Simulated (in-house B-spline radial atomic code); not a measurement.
## Ionising neutral cadmium with different functionals

Computed with a B-spline radial code for spherical atoms: four-component Dirac-Coulomb Hamiltonian, Fermi nucleus of rms radius 4.6087 fm, spin-restricted, spherical fractional occupations for the functionals. The ionisation energy is the difference of two self-consistent energies, [Kr] 4d10 5s2 → [Kr] 4d10 5s1, without Breit or QED terms; ε is the level of the shell that loses the electron (mean over j).

Hybrids are left out here: with spherical fractional occupations of an open shell their exact exchange keeps a self-interaction that integer-occupation calculations don't have.

```json
{"method": "LDA VWN5", "rung": "LDA", "ΔSCF (eV)": "9.62", "-ε(5s) (eV)": "5.95"}
{"method": "relativistic LDA", "rung": "LDA", "ΔSCF (eV)": "9.60", "-ε(5s) (eV)": "5.94"}
{"method": "LDA PW92", "rung": "LDA", "ΔSCF (eV)": "?", "-ε(5s) (eV)": "?"}
{"method": "LDA exchange-only", "rung": "LDA", "ΔSCF (eV)": "?", "-ε(5s) (eV)": "?"}
{"method": "PBE", "rung": "GGA", "ΔSCF (eV)": "9.27", "-ε(5s) (eV)": "5.66"}
{"method": "PBEsol", "rung": "GGA", "ΔSCF (eV)": "9.31", "-ε(5s) (eV)": "5.70"}
{"method": "BLYP", "rung": "GGA", "ΔSCF (eV)": "9.32", "-ε(5s) (eV)": "5.65"}
{"method": "RPBE", "rung": "GGA", "ΔSCF (eV)": "9.13", "-ε(5s) (eV)": "5.55"}
{"method": "PW91", "rung": "GGA", "ΔSCF (eV)": "9.35", "-ε(5s) (eV)": "5.73"}
{"method": "BP86", "rung": "GGA", "ΔSCF (eV)": "9.47", "-ε(5s) (eV)": "5.85"}
{"method": "AM05", "rung": "GGA", "ΔSCF (eV)": "9.26", "-ε(5s) (eV)": "5.65"}
{"method": "OLYP", "rung": "GGA", "ΔSCF (eV)": "8.89", "-ε(5s) (eV)": "5.31"}
```

(1) What does LDA PW92 give?

(2) What does LDA exchange-only give?

(3) How do they compare with the NIST value?

Results:

(1) ΔSCF 9.62 eV, and -ε(5s) = 5.95 eV.

(2) ΔSCF 8.55 eV, and -ε(5s) = 4.93 eV.

(3) NIST lists 8.994 eV (measured, ground level to ground level). Errors run from -0.45 to +0.63 eV; OLYP is closest (-0.10 eV), but part of that can be cancellation, since the calculations leave out Breit-QED terms, spin polarisation.
